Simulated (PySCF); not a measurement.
Gas-phase reaction: GeO + 4 GeF₃ ⇌ 5 GeF₂ + F₂O

Energies from PySCF, thermal terms from the rigid-rotor harmonic-oscillator model, ideal gas at 1 bar. † marks an energy on the PBE0/def2-TZVP geometry and frequencies; other levels use their own. MP2 and CCSD(T) freeze the core. Open shells (unrestricted): GeF₃ (multiplicity 2); the rest are closed-shell singlets. Ge: all electrons, no relativistic terms. GeF₃: computed as isolated molecules; such fragments, hydroxides, amides, oligomers or adducts are transient or little studied in the gas. MP2 isn't extrapolated to the basis-set limit. CCSD(T) isn't extrapolated to the basis-set limit. Warning, large T1 diagnostic: GeO (CCSD(T)/def2-SVP†).

CCSD(T)/def2-SVP† gives ΔH°(298 K) = 438 kJ.

**Question.** What do MP2/def2-TZVPP†, PBE/def2-SVP, ωB97X-V/def2-TZVP† give?

**Answer.** MP2/def2-TZVPP†: 545 kJ; PBE/def2-SVP: 330 kJ; ωB97X-V/def2-TZVP†: 380 kJ. For scale, ΔH°(298 K) is 438 kJ at this level, 355 kJ at ωB97M-V/def2-TZVP†, and runs from -135 to 602 kJ over the 20 levels computed.
